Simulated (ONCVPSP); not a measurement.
**Building the ONCV potential for magnesium (Mg) (LDA (Perdew-Zunger), scalar-relativistic).**

Input for ONCVPSP 4.0.1:

```
# ATOM AND REFERENCE CONFIGURATION
# atsym  z   nc   nv     iexc    psfile
  Mg 12.00    3    1        3      upf
#
#   n    l    f
    1    0    2.00
    2    0    2.00
    2    1    6.00
    3    0    0.50
#
# PSEUDOPOTENTIAL AND OPTIMIZATION
# lmax
    2
#
#   l,   rc,      ep,       ncon, nbas, qcut
    0    2.20    0.00    4    7    2.40
    1    2.05    0.23    4    9    4.00
    2    1.80    0.25    3    7    6.30
#
# LOCAL POTENTIAL
# lloc, lpopt,  rc(5),   dvloc0
    4    5    1.25    0.00
#
# VANDERBILT-KLEINMAN-BYLANDER PROJECTORs
# l, nproj, debl
    0    2    2.10
    1    3    3.60
    2    1    1.10
#
# MODEL CORE CHARGE
# icmod, fcfact, rcfact
    3    3.50    1.55
#
# LOG DERIVATIVE ANALYSIS
# epsh1, epsh2, depsh
   -2.00    5.00    0.02
#
# OUTPUT GRID
# rlmax, drl
    6.00    0.01
#
# TEST CONFIGURATIONS
# ncnf
    4
# nvcnf
#   n    l    f
    1
    3    0    2.00
#
    1
    3    0    1.00
#
    1
    3    0    1.50
#
    2
    3    0    0.00
    3    1    2.00
#
```

Command:

```bash
oncvpsp.x < Mg.dat > Mg.out
```

Output (shortened: citation, most of the input echo, consistency checks and plot data are left out):

```
ONCVPSP  (Optimized Norm-Conservinng Vanderbilt PSeudopotential)
scalar-relativistic version 4.0.1

#   n    l    f        energy (Ha)
    1    0    2.00    -4.6602278E+01
    2    0    2.00    -3.4439161E+00
    2    1    6.00    -2.2460050E+00
    3    0    0.50    -5.5582264E-01

Reference configufation results
  iterations    26
  all-electron total energy (Ha)   -1.98912063D+02

Begin loop to  construct optimized pseudo wave functions
and semi-local pseudopoentials for all angular momenta

   Wellstate for l =  0  n =  5
     eigenvalue =   1.5442
     asymptotic potential =   2.0442
     half-point radius =  3.9976

Calculating optimized projector #   1

 for l=   0

    Fraction of norm inside rc  0.356021
    Optimizing pswf for qcut=   2.40 a_B^-1,  ecut=   2.87 Ha
    Residual kinetic energy error=  6.44D-03 Ha

    Energy error per electron        Cutoff
         Ha          eV             Ha
         0.01000     0.27211        2.43
         0.00100     0.02721        9.41
         0.00010     0.00272       22.17
         0.00001     0.00027       26.41

Calculating optimized projector #   2

 for l=   0

    Fraction of norm inside rc  0.118413
    Optimizing pswf for qcut=   2.40 a_B^-1,  ecut=   2.87 Ha
    Residual kinetic energy error=  1.13D-01 Ha

    Energy error per electron        Cutoff
         Ha          eV             Ha
         0.01000     0.27211        5.77
         0.00100     0.02721       14.79
         0.00010     0.00272       26.01
         0.00001     0.00027       29.95

WARNING wellstate: moderately localized bound state found for n= 3 l=  1
WARNING scattering state with energy  0.05000000
WARNING will be used for the first projector

   Wellstate for l =  1  n =  4
     eigenvalue =   0.0500
     asymptotic potential =   0.5500
     half-point radius =  6.6769

   Wellstate for l =  1  n =  6
     eigenvalue =   3.6500
     asymptotic potential =   4.1500
     half-point radius =  3.8137

   Wellstate for l =  1  n =  7
     eigenvalue =   7.2500
     asymptotic potential =   7.7500
     half-point radius =  3.4339

Calculating optimized projector #   1

 for l=   1

    Fraction of norm inside rc  0.135633
    Optimizing pswf for qcut=   4.00 a_B^-1,  ecut=   8.01 Ha
    Residual kinetic energy error=  7.04D-06 Ha

    Energy error per electron        Cutoff
         Ha          eV             Ha
         0.01000     0.27211        1.45
         0.00100     0.02721        2.55
         0.00010     0.00272        5.66
         0.00001     0.00027        7.69

Calculating optimized projector #   2

 for l=   1

    Fraction of norm inside rc  0.102787
    Optimizing pswf for qcut=   4.00 a_B^-1,  ecut=   8.01 Ha
    Residual kinetic energy error=  1.19D-02 Ha

    Energy error per electron        Cutoff
         Ha          eV             Ha
         0.01000     0.27211        8.22
         0.00100     0.02721       13.56
         0.00010     0.00272       29.32
         0.00001     0.00027       60.76

Calculating optimized projector #   3

 for l=   1

    Fraction of norm inside rc  0.094828
    Optimizing pswf for qcut=   4.00 a_B^-1,  ecut=   8.01 Ha
    Residual kinetic energy error=  1.65D-01 Ha

    Energy error per electron        Cutoff
         Ha          eV             Ha
         0.01000     0.27211       19.11
         0.00100     0.02721       90.49
         0.00010     0.00272      105.51
         0.00001     0.00027      132.71

   Wellstate for l =  2  n =  4
     eigenvalue =   0.2500
     asymptotic potential =   0.7500
     half-point radius =  6.5090

Calculating optimized projector #   1

 for l=   2

    Fraction of norm inside rc  0.103226
    Optimizing pswf for qcut=   6.30 a_B^-1,  ecut=  19.86 Ha
    Residual kinetic energy error=  3.13D-06 Ha

    Energy error per electron        Cutoff
         Ha          eV             Ha
         0.01000     0.27211        5.80
         0.00100     0.02721       10.81
         0.00010     0.00272       14.94
         0.00001     0.00027       18.26

Construct Vanderbilt / Kleinmman-Bylander projectors

B matrix Hermiticity error, ll=   0
   1   2   -6.3918E-05

  Orthonormal projector coefficients  4.9481E+00  7.7607E-01

B matrix Hermiticity error, ll=   1
   1   2   -5.9909E-05
   1   3    1.0517E-05
   2   3    1.2975E-04

  Orthonormal projector coefficients  5.8476E+00  2.3468E+00  4.4692E-01

Model core correction analysis
  based on d2Exc/dn_idn_j

d2excae - all-electron derivatives

   -9.416739D-02

d2excps - pseudofunction derivatives with no core correction

   -1.284561D-01

rms 2nd derivative error    3.428868E-02

rmatch, rhocmatch    1.9079    0.0559

Teter function model core charge with specified parameters

d2excps - pseudofunction derivatives with core correction

   -9.149056D-02

rms 2nd derivative error    2.676832E-03

Pseudoatom total energy   -0.309757

Diagnostic tests using Vanderbilt-Kleinman-Bylander pseudopotentials
  1 or more projectors used as specified by nproj input data

   l    rcore       rmatch      e in        delta e   norm test  slope test

   0   2.2025091   2.2693820  -0.5558226  -0.0000007   1.0000126   1.0001434
   0   2.2025091   2.2693820   1.5441773   0.0000069   1.0001737   1.0001737

   1   2.0622434   2.1248576   0.0500000   0.0000033   1.0000669   1.0000669
   1   2.0622434   2.1248576   3.6500000   0.0000714   1.0001611   1.0001611
   1   2.0622434   2.1248576   7.2500000   0.0000050   1.0003027   1.0003027

   2   1.8079414   1.8628344   0.2500000  -0.0000299   1.0000049   1.0000049

 Testing for bound ghosts
   n   l    E NL Schr. Eq   E Basis Diag.   E Cutoff

   1   0       -0.555823       -0.553380     38.45

   2   1       -0.380964       -0.365082    117.30

       2                       -0.089304     55.73  WARNING - GHOST(-)

 Testing for highly-localized positive-energy ghosts
       l    <radius>/rc     E Basis Diag.   E Cutoff

       0        0.734611        2.661474     38.45  WARNING - GHOST(+)

Test configuration 0

   n   l     f        eae           eps        diff
   1   0  2.0000  -46.60227848
   2   0  2.0000   -3.44391608
   2   1  6.0000   -2.24600497
   3   0  0.5000   -0.55582264   -0.55582339   -7.49D-07

    Total energies and differences
      AE_ref= -1.98912063D+02  AE_tst= -1.98912063D+02  dif=  0.00D+00
      PS_ref= -3.09756940D-01  PS_tst= -3.09756940D-01  dif=  0.00D+00
      PSP excitation error=  0.00D+00

Test configuration 1

   n   l     f        eae           eps        diff
   1   0  2.0000  -46.06269233
   2   0  2.0000   -2.91364835
   2   1  6.0000   -1.71672669
   3   0  2.0000   -0.17593428   -0.17445547    1.48D-03

    Total energies and differences
      AE_ref= -1.98912063D+02  AE_tst= -1.99453654D+02  dif= -5.42D-01
      PS_ref= -3.09756940D-01  PS_tst= -8.49604621D-01  dif= -5.40D-01
      PSP excitation error= -1.74D-03

Test configuration 2

   n   l     f        eae           eps        diff
   1   0  2.0000  -46.40272014
   2   0  2.0000   -3.24860302
   2   1  6.0000   -2.05116349
   3   0  1.0000   -0.42362319   -0.42250850    1.11D-03

    Total energies and differences
      AE_ref= -1.98912063D+02  AE_tst= -1.99156949D+02  dif= -2.45D-01
      PS_ref= -3.09756940D-01  PS_tst= -5.54310610D-01  dif= -2.45D-01
      PSP excitation error= -3.32D-04

Test configuration 3

   n   l     f        eae           eps        diff
   1   0  2.0000  -46.22203001
   2   0  2.0000   -3.07100820
   2   1  6.0000   -1.87388458
   3   0  1.5000   -0.29516746   -0.29369223    1.48D-03

    Total energies and differences
      AE_ref= -1.98912063D+02  AE_tst= -1.99336346D+02  dif= -4.24D-01
      PS_ref= -3.09756940D-01  PS_tst= -7.33046886D-01  dif= -4.23D-01
      PSP excitation error= -9.93D-04

Test configuration 4

   n   l     f        eae           eps        diff
   1   0  2.0000  -46.20760430
   2   0  2.0000   -3.05660207
   2   1  6.0000   -1.85836197
   3   1  2.0000   -0.09922700   -0.09887605    3.51D-04

    Total energies and differences
      AE_ref= -1.98912063D+02  AE_tst= -1.99186504D+02  dif= -2.74D-01
      PS_ref= -3.09756940D-01  PS_tst= -5.84108980D-01  dif= -2.74D-01
      PSP excitation error= -8.86D-05
```

The run took about 2.3 s on one core of a shared server CPU.
